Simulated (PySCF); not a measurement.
C2H6B, charge +1, multiplicity 1. Atoms are numbered in the order given.

```xyz
9

C      0.0000     0.0000     1.4698
B      0.0000     0.0000     0.0000
C      0.0000     0.0000    -1.4698
H     -0.8909    -0.5144     1.8568
H      0.8909    -0.5144     1.8568
H      0.0000     1.0288     1.8568
H     -0.8909     0.5144    -1.8568
H      0.0000    -1.0288    -1.8568
H      0.8909     0.5144    -1.8568
```
Charge +1, spin multiplicity 1.

Geometry optimised at r2SCAN-D4/def2-TZVP. The multiplicity is an assumed one; other spin states were not compared. The isomer is the one that the SMILES or the coordinates give; other isomers of the formula were not compared.

Level of theory: TDDFT-B3LYP/def2-SVPD (PySCF).

Vertical excitations; the highest root listed may be one member of a degenerate set.  State labels are in the subgroup C2h.

Task: Give excitation energies, oscillator strengths and character. (The exact figures need the calculation; the answer reports its results.)

Result: 
```csv
state,symmetry,energy (eV),λ (nm),f,main pairs
S1,Ag,7.68,161,0.000,HOMO→LUMO+1 (degenerate set)
S2,Bg,7.68,161,0.000,HOMO→LUMO (degenerate set)
S3,Au,8.06,154,0.000,"HOMO−1→LUMO 50 %, HOMO−2→LUMO+1 50 %"
S4,Bu,8.23,151,0.010,"HOMO−1→LUMO+1, HOMO−2→LUMO (degenerate set)"
S5,Au,8.23,151,0.010,"HOMO−2→LUMO+1, HOMO−1→LUMO (degenerate set)"
S6,Bg,8.71,142,0.000,"HOMO−3→LUMO 50 %, HOMO−4→LUMO+1 50 %"
S7,Bg,8.91,139,0.000,"HOMO−4→LUMO+1, HOMO−3→LUMO (degenerate set)"
S8,Ag,8.91,139,0.000,"HOMO−3→LUMO+1, HOMO−4→LUMO (degenerate set)"
S9,Bu,9.32,133,0.783,"HOMO−2→LUMO 49 %, HOMO−1→LUMO+1 49 %"
S10,Au,10.12,122,0.073,HOMO−5→LUMO 96 %
T1,Ag,7.04,176,0,HOMO→LUMO+1 (degenerate set)
T2,Bg,7.04,176,0,HOMO→LUMO (degenerate set)
T3,Bu,7.59,163,0,"HOMO−1→LUMO+1 50 %, HOMO−2→LUMO 50 %"
T4,Au,7.78,159,0,"HOMO−1→LUMO 49 %, HOMO−2→LUMO+1 49 %"
```
Triplets are in the Tamm–Dancoff approximation, which puts them higher than full response would, so one can lie above its singlet here.
